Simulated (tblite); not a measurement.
C₃H₈NSi (doublet state).
Geometry (GFN2-xTB, Å), atoms numbered from 1 in this order:
```
atom  x, y, z in Å
C1     2.5160   -0.8578   -0.4335
N2     1.2293   -0.9974   -0.2639
Si3   -0.1235   -0.0580   -0.2313
C4    -1.7036   -1.0503    0.0564
C5    -0.4434    1.8064   -0.4433
H6     3.1235   -1.7467   -0.3771
H7     3.0140    0.0837   -0.6284
H8    -1.4752   -2.1037    0.1699
H9    -2.2209   -0.7195    0.9526
H10   -2.3934   -0.9431   -0.7760
H11   -1.1117    2.0056   -1.2799
H12   -0.9001    2.2397    0.4454
H13    0.4847    2.3417   -0.6294
```

Computed values, GFN2-xTB/tblite, gas phase, harmonic and unscaled. This tight-binding method is rough: wavenumbers can miss measured ones by several per cent, in bad cases by 10 to 20. One conformer, not necessarily the lowest. Open shells enter through the occupations alone, without spin polarisation, and single modes of such species can be off by tens of per cent.

Harmonic wavenumbers (cm⁻¹): 56.6, 66.1, 108.3, 128.1, 178.2, 200.4, 317.9, 365.1, 644.2, 679.4, 772.1, 787.4, 825.0, 840.9, 842.2, 988.4, 1102.2, 1368.6, 1374.2, 1424.9, 1473.0, 1475.4, 1476.5, 1485.4, 1490.9, 2992.8, 3004.2, 3009.5, 3028.1, 3033.5, 3037.3, 3068.4, 3071.6.

A = 5589, B = 2805, C = 1912 MHz; mass 86.043 u (most abundant isotopes); point group Cs, symmetry number 1; spin multiplicity 2.

Zero-point energy?

Half the sum of the wavenumbers: 22358 cm⁻¹ = 63.93 kcal/mol.

Entropy at 500 K, 1 bar (ideal gas, RRHO, classical rotation)?

Translation 41.86, rotation 28.32, vibration 37.45, spin (R ln 2) 1.38: S = 109.0 cal/(mol K).

And Cp and H(500 K) − H(0)?

Cp = 39.38 cal/(mol K), of which vibrations give 31.43 (their classical limit is 33 R = 65.6); H(500 K) − H(0) = 12.88 kcal/mol without the zero-point energy, 8.90 from vibrations.

Which modes carry the vibrational entropy at 500 K?

56.6 cm⁻¹: 5.60; 66.1 cm⁻¹: 5.29; 108.3 cm⁻¹: 4.31; 128.1 cm⁻¹: 3.98; 178.2 cm⁻¹: 3.34; 200.4 cm⁻¹: 3.11 cal/(mol K); the other 27 give 11.83 together.

How do the functions run with temperature in this model?

```tsv
T (K)	S (cal/(mol K))	Cp (cal/(mol K))	H − H(0) (kcal/mol)	G − H(0) (kcal/mol)	ln q(vib)
150	74.7	20.7	2.25	-8.96	2.85
250	86.6	26.3	4.60	-17.05	5.08
298.15	91.4	29.0	5.93	-21.34	6.07
400	100.8	34.6	9.17	-31.13	8.05
600	116.6	43.4	17.02	-52.91	11.64
900	136.0	52.5	31.51	-90.90	16.46
```

q(vib) and H(0) count from the zero-point level.

Hindered rotation and anharmonicity are outside this model. Other conformers, if any are populated, would add a mixing term that is left out.

On one thread, Arm Neoverse V2 (aarch64), shared host with 96 logical CPUs at a one-minute load of 38, this took 0.25 s. The figure is for the frequency step alone.
